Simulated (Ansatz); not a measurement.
`C[S][Ge][Cl]`. Charge 0, multiplicity 1. The geometry is a stationary point of PBE0-D4/def2-TZVP. It is one conformer, not always the lowest.

```xyz
7

C     0.663   -0.288   -0.638
S     0.042    1.386   -0.353
Ge   -1.486    1.433    1.255
Cl   -1.598   -0.688    1.845
H     0.478   -0.548   -1.679
H     1.735   -0.294   -0.447
H     0.166   -1.001    0.017
```

(1) What is the dipole moment at ωB97M-V/def2-TZVPP? (Best estimate.)

(2) And with PBE, r2SCAN, B3LYP? (Estimate.)

(3) Give the Mulliken charges with ωB97M-V, B3LYP, PBE in def2-TZVPP. (Estimate.)

Results:

(1) Ansatz gave: 0.83 D, with components (0.52, 0.24, -0.60) D in this frame, pointing from negative to positive charge.

(2) Ansatz gave: PBE 1.03 D, r2SCAN 1.12 D, B3LYP 0.93 D.

(3) Computed: 
```
atom  ωB97M-V  B3LYP    PBE
  C1    -0.33  -0.25  -0.24
  S2    -0.18  -0.21  -0.20
 Ge3     0.39   0.42   0.37
 Cl4    -0.31  -0.33  -0.30
  H5     0.14   0.12   0.12
  H6     0.14   0.12   0.12
  H7     0.14   0.12   0.12
```

B3LYP here is the variant with VWN-RPA as its local correlation; programs differ in this.
